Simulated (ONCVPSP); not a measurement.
**Reading a pseudo-wave (nickel (Ni))**

Columns: radius, all-electron u(r) and pseudo u(r) of the 3d shell (level -10.81 eV) of nickel in the configuration [Ne] 3s2 3p6 3d8 4s1 4p1; PBE, scalar-relativistic, ONCV scheme, ONCVPSP 4.0.1.

| r (bohr) | all-electron | pseudo |
| --- | --- | --- |
| 0.080 | 0.0569 | 0.0042 |
| 0.160 | 0.2458 | 0.0323 |
| 0.240 | 0.4770 | 0.1012 |
| 0.320 | 0.6805 | 0.2180 |
| 0.400 | 0.8305 | 0.3772 |
| 0.480 | 0.9259 | 0.5630 |
| 0.560 | 0.9737 | 0.7526 |
| 0.640 | 0.9850 | 0.9205 |
| 0.720 | 0.9707 | 1.0450 |
| 0.800 | 0.9398 | 1.1131 |
| 0.880 | 0.8987 | 1.1230 |
| 0.960 | 0.8520 | 1.0827 |
| 1.040 | 0.8029 | 1.0057 |
| 1.120 | 0.7534 | 0.9082 |
| 1.200 | 0.7048 | 0.8056 |
| 1.280 | 0.6579 | 0.7114 |
| 1.360 | 0.6131 | 0.6343 |
| 1.440 | 0.5708 | 0.5759 |
| 1.520 | 0.5310 | 0.5314 |
| 1.600 | 0.4937 | 0.4937 |
| 1.680 | 0.4589 | 0.4589 |
| 1.760 | 0.4265 | 0.4265 |
| 1.840 | 0.3963 | 0.3963 |
| 1.920 | 0.3683 | 0.3683 |
| 2.000 | 0.3423 | 0.3423 |
| 2.080 | 0.3181 | 0.3181 |

(1) How many radial nodes do the two functions have?

(2) At about which radius was the pseudo-wave matched?

(3) Is the pseudo-wave norm-conserving?

Answers

(1) The all-electron 3d function has n − l − 1 = 0; the pseudo-wave has 0.

(2) 1.60 bohr, where the columns begin to agree (steps of 0.08 bohr).

(3) Yes: the ONCV scheme keeps the norm inside the radius equal to the all-electron one, which fixes the energy derivative of the logarithmic derivative at the level.
